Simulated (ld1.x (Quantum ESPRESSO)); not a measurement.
## Which change was made? (Ni, TM semilocal)

nickel (Ni), norm-conserving Troullier–Martins (semilocal form), made with ld1.x (Quantum ESPRESSO) 7.5 (PBEsol, scalar-relativistic). Core [Ar], reference 3d9 4s1 4p0. Waves: 4s (bound): rc 2.50 bohr; 3d (bound): rc 1.15 bohr; 4f channel at -0.15 Ry: rc 3.80 bohr; 4p (bound, empty): rc 3.80 bohr. Local part: the p channel. Core correction: none.

Cutoffs, loose and tight: the cutoffs (Ry, on a coarse ladder) from which the occupation-weighted sum of valence levels, in a spherical-Bessel basis at the reference potential, stays within 10 and 1 mRy of its value at 400 Ry. They do not see the model core or the augmentation charge, which bear on the density cutoff. Test errors are all-electron minus pseudo excitation energies from the reference, over the configurations 3d8 4s2 4p0; 3d8 4s1 4p0; 3d8 4s0 4p0; 3d7 4s2 4p0; 3d8 4s0 4p2; 3d9 4s0 4p0; 3d8 4s1 4p1; variants that change the core or the reference have their own tests.

The base gives: outcome: generated; cutoff, loose: 180 Ry; cutoff, tight: 300 Ry; bound ghosts: none; largest test error (meV): -300.

Problem. After one change the result is: outcome: generated; cutoff, loose: 180 Ry; cutoff, tight: 300 Ry; bound ghosts: none; largest test error (meV): +793. Which change was it?
A. wave 4s (bound): rc 2.50 bohr becomes 4s (bound): rc 3.78 bohr
B. core correction a·sin(br)/r model core inside 0.60 bohr
C. reference 3d8 4s1 4p1

Solution. A. The others give: core correction a·sin(br)/r model core inside 0.60 bohr → outcome: generated; cutoff, loose: 180 Ry; cutoff, tight: 300 Ry; bound ghosts: none; largest test error (meV): -414 | reference 3d8 4s1 4p1 → outcome: generated; cutoff, loose: 180 Ry; cutoff, tight: 300 Ry; bound ghosts: none; largest test error (meV): -147.
